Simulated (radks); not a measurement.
Question: All-electron atom: Tc IV in [Kr] 4d2 5d2 (not the ground configuration). Method: scalar-relativistic Kohn-Sham, RPBE, spin-polarised, spherical densities, point nucleus; open shells are filled with parallel spins first (spin-orbit coupling, left out, can overturn this in heavy ions); computed with a radial shooting solver on a logarithmic mesh with Libxc functionals. Some entries of the table are withheld. Estimate them.

orbital,occ.,eigenvalue (hartree),<r^2> (bohr^2)
1s down,1,-768.7332,0.001586
1s up,1,-768.7329,0.001586
2s up,1,-111.2183,0.02637
2s down,1,-111.2031,0.02637
2p up,3,-99.70828,0.02076
2p down,3,-99.69698,0.02076
3s up,1,-20.83048,0.1973
3s down,1,-20.82330,0.1973
3p up,3,-17.05386,0.2013
3p down,3,-17.04547,0.2012
3d up,5,-10.95336,0.1905
3d down,5,-10.93954,0.1903
4s up,1,-4.40355,1.215
4s down,1,-4.32822,1.209
4p up,3,(1),(2)
4p down,3,(3),(4)
4d up,2,(5),2.247
4d down,0,(6),2.285
5d up,2,-0.66583,14.51

Answer: 
(1) 4p up eigenvalue (hartree): -3.34201
(2) 4p up <r^2> (bohr^2): 1.448
(3) 4p down eigenvalue (hartree): -3.26241
(4) 4p down <r^2> (bohr^2): 1.446
(5) 4d up eigenvalue (hartree): -1.78599
(6) 4d down eigenvalue (hartree): -1.70770
